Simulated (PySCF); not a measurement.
**Computed properties of C5H6O2, SMILES C[C@H]1OC=CC1=O**

C5H6O2, SMILES C1O[C@H](C)C(C=1)=O. The structure is a stationary point at B3LYP-D3(BJ)/def2-SVP. The structure was generated by enumeration; whether it is a known compound was not checked. Other conformers were not sampled. All values are computed for the isolated molecule unless a solvent is named; none is compared with measurement here.

**Structure.** All 33 harmonic modes at B3LYP-D3(BJ)/def2-SVP (PySCF) are real, so it is a minimum. With heavy atoms numbered as in [CH3:1][C@H:2]1[O:3][CH:4]=[CH:5][C:6]1=[O:7], the shortest bond between them is C6–O7 at 1.213 Å and the longest C2–C6 at 1.543 Å.

**Vibrations.** The strongest infrared lines (harmonic, unscaled, degenerate partners summed) lie at 1832 cm⁻¹ (298 km/mol, C 65 %, O 34 %), 1627 cm⁻¹ (136 km/mol, C 86 %, H 12 %), 1235 cm⁻¹ (111 km/mol, H 50 %, C 35 %, O 15 %). The softest mode is at 118 cm⁻¹ and the zero-point energy is 64.2 kcal/mol.

**Electronic structure.** B3LYP/def2-TZVP (PySCF) places the frontier levels at -6.95 and -1.55 eV, a gap of 5.40 eV, and gives a dipole moment of 2.94 D and a mean polarisability of 62.7 bohr³. PBE/def2-TZVP (PySCF) at the same geometry gives -5.58 and -2.24 eV, so its gap is 2.06 eV narrower. An orbital gap is neither the optical nor the fundamental gap.

**Excitations.** TDA-PBE0/def2-SVPD (PySCF) has S1 at 4.00 eV (310 nm, f = 0.000, dark); the most intense of the 10 singlets computed lies at 5.63 eV (f = 0.24). T1 (TDA) is at 3.46 eV, 0.54 eV under S1. TDA-PBE/def2-SVPD (PySCF) puts S1 at 3.50 eV. No vertical singlet excitation falls in the visible range (under 3.1 eV).

**NMR.** GIAO shifts at PBE0/pcSseg-1 (PySCF) (non-relativistic, atoms alike by connectivity averaged): ¹³C from 19.9 to 207.6 ppm against TMS; ¹H from 1.7 to 8.4 ppm against TMS.
